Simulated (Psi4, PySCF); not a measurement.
H3BClFSi (SMILES FB([SiH3])Cl), singlet, geometry from GFN2-xTB. Base run: PySCF with PBE/6-31G, TDA.

PySCF was given this input:
```python
from pyscf import gto, scf, dft, tdscf

mol = gto.Mole()
mol.atom = '''
    B    -0.073427   -0.180277    0.346506
    Cl    1.576097   -0.560102    0.029545
    F    -0.544012   -0.695743    1.473350
    Si   -1.212046    0.928001   -0.852314
    H    -2.539962    1.175307   -0.284974
    H    -1.415044    0.282046   -2.153408
    H    -0.606745    2.235456   -1.124158
'''
mol.basis = '6-31g'
mol.charge = 0
mol.spin = 0
mol.verbose = 4
mol.build()

mf = dft.RKS(mol)
mf.xc = 'pbe'
mf.kernel()
td = mf.TDA()
td.nstates = 5
td.kernel()
td.analyze()
```

Programs used: Psi4, PySCF; a row that names a program was run with it.

The base run was repeated with changes; each row names its change, and settings that it needs were set with it.

```csv
change,first excitation (eV),oscillator strength of the first,second (eV)
base,5.43,0.009,6.11
code = psi4,5.43,0.009,6.11
response = full linear response,5.41,0.007,6.09
nstates = 15,5.43,0.009,6.11
conv_tol = 1e-3,5.43,0.009,6.11
functional = b3lyp,5.77,0.016,6.55
functional = m062x,5.82,0.022,6.89
nstates = 10,5.43,0.009,6.11
nstates = 2,5.43,0.009,6.11
functional = lc_wpbe,6.11,0.024,7.12
functional = wb97x,6.10,0.023,7.07
```

An iterative solver can miss low states, so a row lists the states that it found.
